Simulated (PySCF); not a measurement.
germylmethylgermane (CH8Ge2), SMILES [GeH3][CH2][GeH3]. Atoms are numbered in the order given.

```xyz
11

Ge     1.6537     0.0000    -0.1033
C      0.0000     0.0000     0.9580
Ge    -1.6537     0.0000    -0.1033
H      2.8867     0.0000     0.8214
H      1.7049    -1.2516    -0.9995
H      1.7049     1.2516    -0.9995
H      0.0000     0.8886     1.6102
H      0.0000    -0.8886     1.6102
H     -1.7049    -1.2516    -0.9995
H     -1.7049     1.2516    -0.9995
H     -2.8867     0.0000     0.8214
```

The structure is a stationary point at TPSSh-D3(BJ)/def2-SVP.

Calculation: TDDFT-PBE/def2-SVPD (PySCF).

Vertical excitations.  State labels are in the subgroup C2v.

Computed lowest excited states:
| state | symmetry | energy (eV) | λ (nm) | f | main pairs |
|---|---|---|---|---|---|
| S1 | B1 | 6.84 | 181 | 0.000 | HOMO→LUMO 98 % |
| S2 | A1 | 7.18 | 173 | 0.002 | HOMO−1→LUMO 99 % |
| S3 | B1 | 7.33 | 169 | 0.290 | HOMO→LUMO+1 82 % |
| S4 | A1 | 7.46 | 166 | 0.000 | HOMO→LUMO+2 97 % |
| S5 | B2 | 7.49 | 166 | 0.024 | HOMO−2→LUMO 98 % |
| S6 | A2 | 7.54 | 164 | 0.000 | HOMO−3→LUMO 99 % |
| S7 | A1 | 7.59 | 163 | 0.062 | HOMO−1→LUMO+1 97 % |
| S8 | B1 | 7.61 | 163 | 0.008 | HOMO→LUMO+3 88 % |
| S9 | B1 | 7.78 | 159 | 0.023 | HOMO−1→LUMO+2 89 % |
| S10 | B2 | 7.79 | 159 | 0.012 | HOMO−2→LUMO+1 97 % |
| T1 | B1 | 6.58 | 189 | 0 | HOMO→LUMO 98 % |
| T2 | B1 | 6.79 | 183 | 0 | HOMO→LUMO+1 96 % |
| T3 | A1 | 6.93 | 179 | 0 | HOMO−1→LUMO 97 % |
| T4 | A1 | 7.18 | 173 | 0 | HOMO−1→LUMO+1 81 %, HOMO→LUMO+2 16 % |
Triplets are in the Tamm–Dancoff approximation, which puts them higher than full response would, so one can lie above its singlet here.
